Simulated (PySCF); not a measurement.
**NMR parameters of Au(AsH3)Cl**

Au(AsH3)Cl, AsAuClH3, point group C3v.

Bonds: Au1-As2 2.360 Å, Au1-Cl6 2.274 Å. As2 carries H3, H4, H5.

GIAO calculations in PySCF 2.14.0 with density-fitted response routines on the PBE0-D3(BJ)/def2-SVP structure: isolated species, scalar relativity only through the core potential, equivalent atoms averaged; basis pcSseg-1 (def2-TZVP on Au).

(1) Give the isotropic shieldings (ppm) with KT2, PBE0.

(2) And the chemical shifts, against references computed in the same way?

(3) Which part of the shielding of As2 depends on the functional?

Answers

(1) 
| atoms | environment | KT2 | PBE0 |
| --- | --- | --- | --- |
| As2 | arsenic bonded to Au, 3 H | 1731 | 1716 |
| Cl6 | chlorine bonded to Au | 857 | 936 |
| H3/H4/H5 | hydrogen on an arsenic bonded to Au | 26.98 | 27.09 |
| HOMO–LUMO gap (eV) | – | 4.33 | 6.34 |

(2) 
```csv
atoms,"nucleus, reference",KT2,PBE0
As2,"$^{75}$As, AsH3",189,195
Cl6,"$^{35}$Cl, HCl",86,8
H3/H4/H5,"$^{1}$H, TMS",4.20,4.18
```

(3) Diamagnetic: KT2 2881, PBE0 2877 ppm; paramagnetic: KT2 -1150, PBE0 -1161 ppm.

Au is described by an effective core potential, so it has no shielding of its own here; spin–orbit effects on the atoms bonded to it, which can be large, are absent, and the values of these neighbours are rough. Relativistic effects, spin–orbit coupling among them, are left out; they matter for As and for the light atoms bonded to it.
